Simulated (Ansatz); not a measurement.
Reaction (silylene formation by 1,1-elimination): `C[SiH2]C1=NC1` → `C1=NC1` + `C[SiH]`

Gas-phase electronic energies from Ansatz, PBE0-D4/def2-TZVP geometries. CCSD(T)/CBS adds triple-zeta CCSD(T) − MP2 to the extrapolated MP2 energy (def2 sets, frozen cores). This one scheme is used for every species. DFT in def2-TZVPP. HSE06 is defined as in plane-wave codes. Each species was taken in one conformer, which may not be the lowest.

`C[SiH2]C1=NC1`:

```xyz
12

C     2.037    0.167   -0.404
Si    0.506   -0.861   -0.155
C    -0.951    0.242    0.208
N    -1.228    1.461    0.340
C    -2.360    0.488    0.508
H     1.903    0.857   -1.239
H     2.900   -0.469   -0.617
H     2.254    0.754    0.491
H     0.150   -1.650   -1.363
H     0.630   -1.793    0.997
H    -3.102    0.458   -0.285
H    -2.738    0.346    1.517
```

`C1=NC1`:

Z-matrix (Å, degrees):
```
C
N 1 1.527
C 1 1.442 2 49.5
H 1 1.086 2 116.4 3 -108.9
H 1 1.086 2 116.4 3 108.8
H 3 1.082 1 152.1 2 -180.0
```

`C[SiH]`:

Cartesian coordinates in Å:
```
C 0.267 -0.116 -0.442
Si -0.281 1.172 0.832
H 0.809 -0.927 0.062
H 0.894 0.290 -1.237
H -0.617 -0.588 -0.890
H -1.072 0.168 1.674
```

```
           level  ΔE (eV)
       revPBE-D4     2.64
      r2SCAN0-D4     2.88
         r2SCAN0     2.85
           HSE06     2.69
           BHLYP     2.62
CCSD(T)/def2-SVP     2.51
  MP2/def2-TZVPP     2.83
  CCSD/CBS(def2)     2.63
```

(1) What does CCSD(T)/CBS give? (An estimate is asked.)

Largest T1 diagnostic among the species: 0.012.

## Answers

(1) Computed: +2.67 eV. The listed levels differ from it by -0.03, 0.21, 0.18, 0.02, -0.05, -0.16, 0.16, -0.04 eV.

The D4 term adds +0.14 eV with B3LYP and +0.08 eV with PBE0; it sums over pairs of atoms, weighted by their polarisabilities, and B3LYP, whose exchange is more repulsive, gets the larger term. Leaving LDA and LC-ωPBE aside and taking each functional with its dispersion term where it has one, the values, not all of them listed here, spread over 0.35 eV, from BLYP-D4 to r2SCAN0-D4. LDA lies +0.32 eV from PBE without D4.

CCSD(T)/CBS has its own doubt, a few kJ/mol and more with outer-core shells, so smaller differences from it don't rank the levels.

B3LYP here is the variant with VWN-RPA as its local correlation; programs differ in this.
